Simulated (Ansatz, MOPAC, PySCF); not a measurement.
Dimer: N2 (SMILES N#N) (first 2 atoms) with CHN (SMILES C#N); geometry from B3LYP-D3(BJ)/def2-TZVP, rigid monomers moved along the line of their centres of mass till N2···H5 is 3.42 Å.
(charge 0, multiplicity 1):
```xyz
5

N      0.0639     0.3230    -1.0964
N      0.0305     0.1182    -0.0260
C     -0.1074    -0.7348     4.3816
N     -0.1426    -0.9532     5.5064
H     -0.0745    -0.5303     3.3336
```

Monomers are frozen at their geometry in the pair; levels with a basis set take the counterpoise correction. Rows marked so take none.

Correlated levels freeze the cores. CBS(a, b) extrapolates the correlation energy as X⁻³ and adds the Hartree–Fock energy of set b. Rows in 3-21G, 6-31G* carry no dispersion term and start afresh at each structure (6-31G* with six Cartesian d functions). MP2/6-31G* freezes PySCF's default core. The state that AM1, PM3 reach isn't checked.

Programs: Ansatz (Gaussian orbitals); MOPAC for AM1, PM3 (differences of heats of formation); PySCF for 3-21G rows, 6-31G* rows, the dispersion terms. Each number belongs to the level named beside it.

Other levels give for the interaction energy: PBE/def2-TZVPPD -0.55; B3LYP/def2-TZVPPD -0.39; B3LYP-D3(BJ)/def2-TZVPPD -0.58; wB97M-V/def2-TZVPPD -0.55; CCSD(T)/CBS(aug-cc-pVDZ, aug-cc-pVTZ) -0.59 kcal/mol.

Problem. What do these common cheap choices give for the same quantity: AM1, PM3, HF/6-31G* (no counterpoise), BP86/6-31G* (no counterpoise), B3LYP/3-21G (no counterpoise), B3LYP/6-31G* (no counterpoise), MP2/6-31G*, MP2/6-31G* (no counterpoise)?

Solution. AM1 -0.35; PM3 -0.44; HF/6-31G* (no counterpoise) -0.56; BP86/6-31G* (no counterpoise) -0.52; B3LYP/3-21G (no counterpoise) -0.93; B3LYP/6-31G* (no counterpoise) -0.64; MP2/6-31G* -0.65; MP2/6-31G* (no counterpoise) -0.85 kcal/mol. They span -0.93 to -0.35 kcal/mol.

Ansatz is a first-principles code.
